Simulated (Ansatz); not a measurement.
One change: `CC#[C][SnH3]` becomes `CC#C[SiH2]Cl`.

Ansatz, PBE0-D4/def2-TZVP geometries, multiplicity 1. 

Elements past krypton have def2 core potentials.

```tsv
property	`CC#[C][SnH3]`
HOMO–LUMO gap (ωB97M-V/def2-TZVPP) / eV	11.45
LUMO energy (PBE/def2-TZVPP) / eV	-0.44
HOMO energy (PBE0/def2-TZVPP) / eV	-7.53
LUMO energy (B3LYP/def2-TZVPP) / eV	0.21
LUMO energy (PBE0/def2-TZVPP) / eV	0.43
size of the dipole moment (PBE/def2-TZVPP) / D	1.00
```

Q: What does the change do to each property? (Best estimate.)

A: The calculation gave: 
```csv
property,`CC#C[SiH2]Cl`,shift
HOMO–LUMO gap (ωB97M-V/def2-TZVPP) / eV,11.63,0.18
LUMO energy (PBE/def2-TZVPP) / eV,-1.40,-0.96
HOMO energy (PBE0/def2-TZVPP) / eV,-7.98,-0.45
LUMO energy (B3LYP/def2-TZVPP) / eV,-0.68,-0.89
LUMO energy (PBE0/def2-TZVPP) / eV,-0.50,-0.93
size of the dipole moment (PBE/def2-TZVPP) / D,2.76,1.76
```

With PBE0 the HOMO falls by 0.45 eV and the LUMO falls by 0.93 eV, so the gap narrows by about 0.48 eV. PBE moves the HOMO by -0.42 eV and ωB97M-V by -0.44 eV. Dipoles are sizes alone; their direction can turn.

B3LYP here is the variant with VWN-RPA as its local correlation; programs differ in this.
